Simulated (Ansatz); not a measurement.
The first iterations of a band of BCl2FH4OSi (10 atoms, charge 0, multiplicity 1).

Method: RKS PBE-D4/def2-SVP in Ansatz 0.2.0.

| Item | Value |
| --- | --- |
| movable images | 7 |
| climbing image | yes |
| spring | 5.0 eV/Å² |
| optimiser | quadratic models (default) |
| start path | through a guess of the saddle point |
| force threshold | 0.05 eV/Å |
| iteration limit | 60 |
| end points | relaxed |

Initial state:

```xyz
10
Properties=species:S:1:pos:R:3
B 0.706 -1.246 0.223
F 1.682 -0.532 -0.425
Cl -0.086 -2.518 -0.798
Cl 1.147 -1.741 1.944
Si -0.587 1.290 -0.552
O -0.462 -0.106 0.514
H 0.562 2.216 -0.317
H -0.618 0.694 -1.916
H -1.883 1.930 -0.164
H -0.460 0.013 1.490
```

Final state:

```xyz
10
Properties=species:S:1:pos:R:3
B 0.101 -1.567 0.948
F 1.024 0.239 -0.951
Cl -0.839 -2.508 -0.206
Cl 1.692 -2.141 1.481
Si -0.173 1.356 -1.153
O -0.452 -0.438 1.459
H -0.133 2.313 0.003
H 0.125 2.092 -2.428
H -1.492 0.655 -1.246
H 0.146 -0.002 2.094
```

| iteration | highest image above the first end (eV) | largest band force component (eV/Å) |
| --- | --- | --- |
| 1 | 2.586 | 6.502 |
| 2 | 1.216 | 2.927 |
| 3 | 0.806 | 2.210 |
| 4 | 0.633 | 0.742 |

Does the band converge within its limit, and where does its top end?

The run converged. It ended after 13 iterations with the highest image 0.586 eV above the first end. A vibrational analysis at the climbing image gives one clearly imaginary mode, 244i cm⁻¹: a first-order saddle point. The orbitals stay closed-shell, which can raise the energy where a bond breaks towards radicals; this wasn't checked here.

Time of the run: 3.9 min on 2 threads of Arm Neoverse V1, on a shared host, peak memory 0.17 GiB.
